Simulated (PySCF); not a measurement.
Two-component Hartree-Fock for P(2+) (phosphorus, charge +2)

Start: [Ne] 3s1 3p1 4s1; 3s1/2 filled at m_j = +1/2; 3p3/2 filled at m_j = +3/2; 4s1/2 filled at m_j = +1/2. Calculated with PySCF 2.14 in x2c-SVPall-2c with one added diffuse shell each of s, p type (5s5p1d, 25 functions): generalised Hartree-Fock with the X2C-1e Hamiltonian and a Gaussian nucleus; one run each with spin-orbit coupling (SO) switched off, then screened by Boettger's factors. This is a chosen level, not necessarily the ground level.

```json
{"spinor shell": "1s1/2", "electrons": "2", "ε, spin-free (eV)": "-2214.0", "ε, screened SO (eV)": "-2214.0", "weight of nominal j (screened SO)": "1.000", "rms radius, screened SO (bohr)": "0.120"}
{"spinor shell": "2s1/2", "electrons": "2", "ε, spin-free (eV)": "-237.00", "ε, screened SO (eV)": "-237.01", "weight of nominal j (screened SO)": "1.000", "rms radius, screened SO (bohr)": "0.560"}
{"spinor shell": "2p1/2", "electrons": "2", "ε, spin-free (eV)": "-178.86", "ε, screened SO (eV)": "-179.50", "weight of nominal j (screened SO)": "0.863", "rms radius, screened SO (bohr)": "0.537"}
{"spinor shell": "3s1/2", "electrons": "1", "ε, spin-free (eV)": "-46.611", "ε, screened SO (eV)": "-46.614", "weight of nominal j (screened SO)": "0.999", "rms radius, screened SO (bohr)": "1.80"}
{"spinor shell": "3p3/2", "electrons": "1", "ε, spin-free (eV)": "-35.574", "ε, screened SO (eV)": "-35.543", "weight of nominal j (screened SO)": "1.000", "rms radius, screened SO (bohr)": "2.02"}
{"spinor shell": "4s1/2", "electrons": "1", "ε, spin-free (eV)": "-15.379", "ε, screened SO (eV)": "-15.380", "weight of nominal j (screened SO)": "1.000", "rms radius, screened SO (bohr)": "4.39"}
```

Q: Where does 2p3/2 lie, and what is the 2p spin-orbit splitting (screened SO)?

A: At -178.56 eV, 0.947 eV above 2p1/2.

```csv
quantity,spin-free,screened SO
E (hartree),-339.55188,-339.55097
M_J,5/2,5/2
⟨J²⟩,8.754,8.754
⟨L²⟩,2.004,2.004
⟨S²⟩,3.750,3.750
```

Each row is a mean over spinors that exchange with the open shell spreads, by up to 1.934 eV (2p3/2).

Rows whose weight is well below 1 are mixtures of j = l ± 1/2: exchange outweighs spin-orbit coupling there, and the label is only the starting occupation.

Without spin-orbit coupling the j labels of p, d and f shells carry no meaning; the spin-free column gives the mean over the occupied spinors of each nl shell.
